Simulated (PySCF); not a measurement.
Isomers of C4H14Si3, mass 146.040 u with the commonest isotopes. Theory: PBE0/pcSseg-1 in PySCF (dipole) on a GFN2-xTB geometry, gas phase. One conformer each, none proved a minimum here; rigid rotors.

Question: Order these by dipole moment, smallest first.
A. `[CH3:1]/[CH:2]=[CH:3]\[SiH2:4][Si@H:5]([CH3:6])[SiH3:7]` with C2–C3–Si4–Si5 -70°, C3–Si4–Si5–C6 99°
B. `[SiH3:1][Si@H:2]1[CH2:3][CH2:4][CH2:5][CH2:6][SiH2:7]1` with Si1–Si2–C3–C4 74°, Si2–C3–C4–C5 69°, C3–C4–C5–C6 -77°, C4–C5–C6–Si7 69°
C. `[SiH3]C([SiH3])([SiH3])C1CC1`
D. `[SiH3:1][CH:2]1[CH2:3][SiH2:4][CH2:5][SiH2:6][CH2:7]1` with Si1–C2–C3–Si4 -170°, C2–C3–Si4–C5 -54°, C3–Si4–C5–Si6 43°, Si4–C5–Si6–C7 -44°

Answer: D (0.50 D), C (0.89 D), B (1.07 D), A (1.24 D).

Question: Order these by rotational constant B, smallest first.
A. `[SiH3:1][Si@H:2]1[CH2:3][CH2:4][CH2:5][CH2:6][SiH2:7]1` with Si1–Si2–C3–C4 74°, Si2–C3–C4–C5 69°, C3–C4–C5–C6 -77°, C4–C5–C6–Si7 69°
B. `[CH3:1]/[CH:2]=[CH:3]\[SiH2:4][Si@H:5]([CH3:6])[SiH3:7]` with C2–C3–Si4–Si5 -70°, C3–Si4–Si5–C6 99°
C. `[CH3:1][SiH2:2][CH2:3]/[CH:4]=[CH:5]/[SiH2:6][SiH3:7]` with C1–Si2–C3–C4 -57°, Si2–C3–C4–C5 104°, C4–C5–Si6–Si7 111°
D. `[SiH3:1][CH:2]1[CH2:3][SiH2:4][CH2:5][SiH2:6][CH2:7]1` with Si1–C2–C3–Si4 -170°, C2–C3–Si4–C5 -54°, C3–Si4–C5–Si6 43°, Si4–C5–Si6–C7 -44°
E. `C(C1CC1)([SiH3])([SiH3])[SiH3]`
F. `[SiH3:1][CH2:2][C@H:3]1[CH2:4][SiH2:5][CH2:6][SiH2:7]1` with Si1–C2–C3–C4 168°, C2–C3–C4–Si5 170°, C3–C4–Si5–C6 -33°, C4–Si5–C6–Si7 9°, Si5–C6–Si7–C3 11°

Answer: C (612.4 MHz), F (767.4 MHz), B (897.2 MHz), D (963.1 MHz), A (1037 MHz), E (1185 MHz).

Question: Order these by rotational constant A, largest first.
A. `[SiH3:1][Si@H:2]1[CH2:3][CH2:4][CH2:5][CH2:6][SiH2:7]1` with Si1–Si2–C3–C4 74°, Si2–C3–C4–C5 69°, C3–C4–C5–C6 -77°, C4–C5–C6–Si7 69°
B. `[SiH3:1][CH:2]1[CH2:3][SiH2:4][CH2:5][SiH2:6][CH2:7]1` with Si1–C2–C3–Si4 -170°, C2–C3–Si4–C5 -54°, C3–Si4–C5–Si6 43°, Si4–C5–Si6–C7 -44°
C. `[CH3:1]/[CH:2]=[CH:3]\[SiH2:4][Si@H:5]([CH3:6])[SiH3:7]` with C2–C3–Si4–Si5 -70°, C3–Si4–Si5–C6 99°
D. `[SiH3]C([SiH3])([SiH3])C1CC1`
E. `[SiH3:1][CH2:2][C@H:3]1[CH2:4][SiH2:5][CH2:6][SiH2:7]1` with Si1–C2–C3–C4 168°, C2–C3–C4–Si5 170°, C3–C4–Si5–C6 -33°, C4–Si5–C6–Si7 9°, Si5–C6–Si7–C3 11°

Answer: E (2944 MHz), B (2162 MHz), A (1860 MHz), C (1533 MHz), D (1468 MHz).

```csv
SMILES,point group,Ia (u·Å²),Ib (u·Å²),Ic (u·Å²),κ,μa (D),μb (D),μc (D)
[SiH3][Si@H]1CCCC[SiH2]1,C1,271.78,487.24,591.73,-0.64,0.73,0.79,0.03
[SiH3]C1C[SiH2]C[SiH2]C1,–,233.75,524.75,713.27,-0.65,0.29,0.01,0.40
[SiH3]C[C@H]1C[SiH2]C[SiH2]1,C1,171.68,658.52,778.81,-0.90,0.43,0.34,0.21
[SiH3]C([SiH3])([SiH3])C1CC1,near Cs,344.24,426.38,454.65,-0.59,0.77,0.00,0.44
C/C=C\[SiH2][Si@H](C)[SiH3],C1,329.75,563.31,613.35,-0.79,0.43,0.26,1.13
C[SiH2]C/C=C/[SiH2][SiH3],C1,230.49,825.26,1004.78,-0.87,0.95,0.05,0.25
```
